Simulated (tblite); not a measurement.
Compound: C5H7NOSi2.
SMILES with atom numbers: `[H]/[N:7]=[CH:6]\[C:5]1=[CH:4][Si@@H:3]([C:2]#[CH:1])[O:9][SiH2:8]1` (hydrogens: H10 on C1; H11 on Si3; H12 on C4; H13 on C6; H14 on N7; H15, H16 on Si8)

Cartesian coordinates in Å at the GFN2-xTB level; atoms count from 1:
```
atom  x, y, z in Å
C1     3.6011   -0.9888   -1.0880
C2     2.8177   -0.4537   -0.3500
Si3    1.6208    0.3561    0.8030
C4     0.1037   -0.7340    1.0855
C5    -1.0312   -0.2143    0.5845
C6    -2.3155   -0.8879    0.6824
N7    -3.4289   -0.4851    0.2458
Si8   -0.7663    1.4677   -0.2607
O9     0.8424    1.5783    0.0227
H10    4.2856   -1.4536   -1.7383
H11    2.2379    0.9318    1.9910
H12    0.1104   -1.6913    1.5905
H13   -2.3257   -1.8515    1.1899
H14   -3.3889    0.4190   -0.2256
H15   -1.4030    2.5852    0.4281
H16   -0.9680    1.4308   -1.7045
```

All values are computed: GFN2-xTB (tblite) harmonic vibrations without scaling, gas phase. This tight-binding method is rough: wavenumbers can miss measured ones by several per cent, in bad cases by 10 to 20. Modes of hydrogen on silicon can be 10 to 20 % off. One conformer, not necessarily the lowest.

Harmonic wavenumbers (cm⁻¹): 45.0, 75.1, 81.3, 150.2, 171.5, 195.9, 267.6, 284.6, 314.9, 352.0, 395.8, 508.5, 556.4, 561.2, 579.6, 610.5, 623.6, 635.1, 677.2, 681.7, 704.9, 740.7, 759.0, 796.8, 804.6, 839.0, 916.1, 1067.7, 1111.1, 1161.9, 1263.8, 1346.6, 1567.2, 1685.6, 2211.9, 2290.7, 2300.9, 2308.4, 2974.5, 3037.5, 3302.2, 3355.7.

A = 2398, B = 723.7, C = 637.3 MHz; mass 153.007 u (most abundant isotopes); point group C1, symmetry number 1.

Q: Zero-point energy?

A: ½Σν̃ = 22157 cm⁻¹ = 265.06 kJ/mol.

Q: Give the ideal-gas entropy at 400 K and 1 bar in the rigid-rotor, harmonic-oscillator model (classical rotation).

A: Translation 177.70, rotation 129.41, vibration 184.45: S = 491.6 J/(mol K).

Q: And Cp and H(400 K) − H(0)?

A: Cp = 214.68 J/(mol K), of which vibrations give 181.42 (their classical limit is 42 R = 349.2); H(400 K) − H(0) = 51.87 kJ/mol without the zero-point energy, 38.56 from vibrations.

Q: Which modes carry the vibrational entropy at 400 K?

A: 45.0 cm⁻¹: 23.46; 75.1 cm⁻¹: 19.22; 81.3 cm⁻¹: 18.57; 150.2 cm⁻¹: 13.53; 171.5 cm⁻¹: 12.46; 195.9 cm⁻¹: 11.39 J/(mol K); the other 36 give 85.81 together.

Q: How do the functions run with temperature in this model?

A: 
| T (K) | S (J/(mol K)) | Cp (J/(mol K)) | H − H(0) (kJ/mol) | G − H(0) (kJ/mol) | ln q(vib) |
| --- | --- | --- | --- | --- | --- |
| 150 | 337.4 | 107.2 | 10.34 | -40.26 | 3.27 |
| 250 | 404.1 | 157.7 | 23.63 | -77.40 | 6.18 |
| 298.15 | 433.7 | 178.8 | 31.74 | -97.58 | 7.60 |
| 600 | 588.2 | 261.2 | 99.85 | -253.07 | 16.17 |
| 900 | 702.6 | 302.2 | 184.93 | -447.44 | 23.61 |

q(vib) and H(0) count from the zero-point level.

Hindered rotation and anharmonicity are outside this model. Other conformers, if any are populated, would add a mixing term that is left out. The structure is chiral; the term R ln 2 for an equal mix with its mirror image is left out.
